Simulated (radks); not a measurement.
Spherical quantum dot in the effective-mass picture: electrons in a hard-walled sphere of radius 3.39, all in effective atomic units (hartree* = m*/eps^2 hartree, bohr* = eps/m* bohr), one dielectric constant everywhere. Method: non-relativistic Kohn-Sham, LDA (Slater exchange, Perdew-Wang correlation), spin-polarised, spherical densities; computed with a radial shooting solver with Libxc functionals. Levels are named by radial order and angular momentum (1s, 1p, 1d, 2s, ...), and open shells are averaged over m.

N = 4, configuration 1s2 1p(up 2, down 0). This is the lowest configuration that the search found. Occupied and some empty levels:

level    occupation  eigenvalue (hartree*)  <r> (bohr*)
1s up             1                 1.8707        1.886
1s down           1                 1.9507        1.877
1p up             2                 2.2291        2.110
1p down           0                 2.3131        2.110
1d up             0                 2.7388        2.258
1d down           0                 2.8225        2.262
2s up             0                 3.2028        1.629
2s down           0                 3.2588        1.630
1f up             0                 3.3788        2.368
1f down           0                 3.4607        2.371

Energy (hartree*): total 5.06539, kinetic 2.7111, external 0, Hartree 3.5974, exchange-correlation -1.2431.
